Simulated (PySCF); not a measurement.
## Pd4+ by CASSCF and spin-orbit coupling

The free ion Pd4+ in its d6 configuration.

Method (PySCF 2.14, density fitting): CASSCF(6,5) with orbitals averaged over all microstates of the shell, strongly contracted NEVPT2 on the averaged canonical orbitals; basis x2c-TZVPall; spin-free X2C; gas phase; spin-orbit coupling by state interaction with the mean-field operator over all roots.

## Spin-free states

| 2S+1 | deg. | free-ion term | CASSCF / cm⁻¹ | NEVPT2 / cm⁻¹ |
| --- | --- | --- | --- | --- |
| 5 | 5 | 5D 1.00 | 0 | 0 |
| 3 | 11 | 3H 1.00 | 21207 | 19768 |
| 3 | 3 | 3P 1.00 | 23908 | 21056 |
| 3 | 7 | 3F 1.00 | 24388 | 22044 |
| 3 | 9 | 3G 1.00 | 26441 | 24268 |
| 1 | 13 | 1I 1.00 | 31811 | 29740 |
| 3 | 5 | 3D 1.00 | 33768 | 30500 |
| 1 | 9 | 1G 1.00 | 33784 | 31380 |
| 1 | 1 | 1S 1.00 | 39249 | 36240 |
| 1 | 5 | 1D 1.00 | 41500 | 36346 |
| 1 | 7 | 1F 1.00 | 47512 | 42532 |
| 3 | 3 | 3P 1.00 | 56393 | 50510 |
| 3 | 7 | 3F 1.00 | 55913 | 50745 |
| 1 | 9 | 1G 1.00 | 63537 | 57517 |
| 1 | 5 | 1D 1.00 | 85130 | 76808 |

Only the lowest 15 spin-free levels are listed. Energies are counted from the ground state at NEVPT2 level. Weights follow the labels.

Ligand-field fit:

```tsv
cm⁻¹	CASSCF	NEVPT2
B	1047	929
C	4255	3918
```

Spin-orbit constant ζ = 1772 cm⁻¹.

Spin-orbit levels:

| E / cm⁻¹ | deg. | J | make-up |
| --- | --- | --- | --- |
| 0.0 | 9 | 4 | 0.98 5D |
| 2003.9 | 7 | 3 | 0.99 5D |
| 3086.9 | 5 | 2 | 0.97 5D |
| 3830.9 | 3 | 1 | 0.97 5D |
| 4179.9 | 1 | 0 | 0.97 5D |
| 20516.1 | 9 | 4 | 0.45 3H + 0.26 3F + 0.19 3G |
| 20565.6 | 5 | 2 | 0.94 3P |
| 20753.4 | 13 | 6 | 0.96 3H + 0.04 1I |
| 21185.0 | 11 | 5 | 0.80 3H + 0.20 3G |

Only the lowest levels are listed: 63 of 210 states.

Magnetism:

The lowest spin-orbit level is 9-fold with J = 4; the next lies at 2003.9 cm⁻¹. μeff is 6.70 μB at 300 K and 6.69 μB at 10 K; the free-ion value g_J√(J(J+1)) for the Hund's-rule level J = 4 is 6.71 μB.

| T / K | χT / cm³ K mol⁻¹ | μeff / μB |
| --- | --- | --- |
| 2 | 5.595 | 6.69 |
| 5 | 5.595 | 6.69 |
| 10 | 5.595 | 6.69 |
| 20 | 5.596 | 6.69 |
| 30 | 5.597 | 6.69 |
| 50 | 5.599 | 6.69 |
| 75 | 5.601 | 6.69 |
| 100 | 5.603 | 6.69 |
| 150 | 5.607 | 6.70 |
| 200 | 5.612 | 6.70 |
| 250 | 5.616 | 6.70 |
| 300 | 5.620 | 6.70 |

Powder magnetisation at 2 K: 2.31 μB at 0.5 T, 3.84 μB at 1 T, 5.12 μB at 2 T, 5.56 μB at 3 T, 5.85 μB at 5 T, 5.94 μB at 7 T.

The job took 8.9 s on one thread of Arm Neoverse V2 (shared host), with 63 basis functions, launched as `OMP_NUM_THREADS=1 python lf_run.py task.json out`.
